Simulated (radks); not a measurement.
Problem. Radial electron density D(r) = 4 pi r^2 rho(r) of an atom or ion with 16 electrons. Calculated with a radial shooting solver on a logarithmic mesh with Libxc functionals: scalar-relativistic Kohn-Sham, BLYP, spin-polarised, spherical densities, point nucleus.

| r (bohr) | D(r) (e/bohr) | spin D(r) |
|---|---|---|
| 0.009901 | 2.917 | 0.0121 |
| 0.01259 | 4.287 | 0.0178 |
| 0.016 | 6.148 | 0.0253 |
| 0.02034 | 8.546 | 0.0347 |
| 0.02586 | 11.42 | 0.0453 |
| 0.03314 | 14.63 | 0.0557 |
| 0.04212 | 17.45 | 0.0620 |
| 0.05355 | 19.28 | 0.0603 |
| 0.06808 | 19.48 | 0.0473 |
| 0.08654 | 17.90 | 0.0253 |
| 0.11 | 15.35 | 0.00682 |
| 0.141 | 13.50 | 0.0163 |
| 0.1792 | 14.06 | 0.0735 |
| 0.2278 | 16.73 | 0.164 |
| 0.2896 | 19.12 | 0.223 |
| 0.3682 | 18.34 | 0.173 |
| 0.4681 | 13.76 | 0.0432 |
| 0.595 | 7.953 | 0.00814 |
| 0.7625 | 4.195 | 0.250 |
| 0.9694 | 3.620 | 0.661 |
| 1.232 | 4.179 | 0.892 |
| 1.567 | 3.868 | 0.717 |
| 1.991 | 2.528 | 0.344 |
| 2.532 | 1.144 | 0.0855 |
| 3.244 | 0.3317 | 0.00197 |
| 4.124 | 0.06208 | -0.00370 |
| 5.243 | 0.006335 | -0.000776 |

What is the nuclear charge?

Solution. Z = 17. The innermost maximum, from 1s, lies near gamma/Z bohr with gamma = sqrt(1 - (Z/c)^2) = 0.992, here 0.0584 bohr (found: 0.0618), and its height grows with Z. The density is that of the chlorine ion Cl+ in [Ne] 3p(up 2.5, down 2.5) 3s(up 1, down 0); the configuration itself is not fixed sharply by these data, and Z only to about a unit. D(r) has 3 maxima, at r = 0.0618, 0.314, 1.31 bohr, and minima at 0.152, 0.909 bohr, inside which lie 2.18, 10.40 electrons.
